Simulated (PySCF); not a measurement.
Compound: 2-ethoxypentane, C7H16O.
Cartesian coordinates in Å at the PBE0-D3(BJ)/def2-SVP level; atoms count from 1:
```
atom  x, y, z in Å
C1     2.9362    1.1122    0.7040
C2     1.4293    0.9345    0.6186
C3     0.9954    0.0029   -0.5027
C4    -0.5057   -0.2318   -0.5553
C5    -0.9174   -1.0884   -1.7427
O6    -0.8800   -0.8531    0.6581
C7    -2.1897   -0.6018    1.0932
C8    -2.3083    0.6891    1.8823
H9     3.3477    1.5282   -0.2301
H10    3.4410    0.1492    0.8831
H11    3.2192    1.7917    1.5223
H12    1.0393    0.5346    1.5680
H13    0.9452    1.9181    0.4807
H14    1.3255    0.4007   -1.4778
H15    1.4879   -0.9786   -0.3830
H16   -1.0056    0.7559   -0.6347
H17   -0.4159   -2.0669   -1.6924
H18   -0.6467   -0.6049   -2.6936
H19   -2.0039   -1.2624   -1.7523
H20   -2.4773   -1.4563    1.7270
H21   -2.8960   -0.5947    0.2398
H22   -1.6440    0.6658    2.7591
H23   -3.3409    0.8389    2.2338
H24   -2.0316    1.5627    1.2720
```

The closed-shell ground state was solved at several levels (PySCF, density fitting, gas phase, non-relativistic).

```tsv
level	basis functions	HOMO (eV)	LUMO (eV)	gap (eV)	dipole (D)
CAM-B3LYP/pcSseg-1	216	-8.62	2.32	10.94	1.27
PBE0/pcSseg-1	216	-7.19	1.46	8.65	1.23
```

Problem. What might PBE0/def2-SVPD (291 basis functions) give for the same quantities?

Solution. HOMO -7.24 eV, LUMO 0.74 eV, gap 7.98 eV, dipole 1.21 D.

Problem. Over all these levels, which gives the widest orbital gap and which the narrowest?

Solution. CAM-B3LYP/pcSseg-1 (range-separated hybrid) has the widest, 10.94 eV, and PBE0/def2-SVPD (global hybrid, 25 % exact exchange) the narrowest, 7.98 eV. Functional and basis both differ between the two, so the spread mixes both effects.

Problem. How far do the dipole and the HOMO energy spread over the levels?

Solution. The dipole runs from 1.21 to 1.27 D (mean 1.24 D) and the HOMO from -8.62 to -7.19 eV.

One conformer stands for the species.
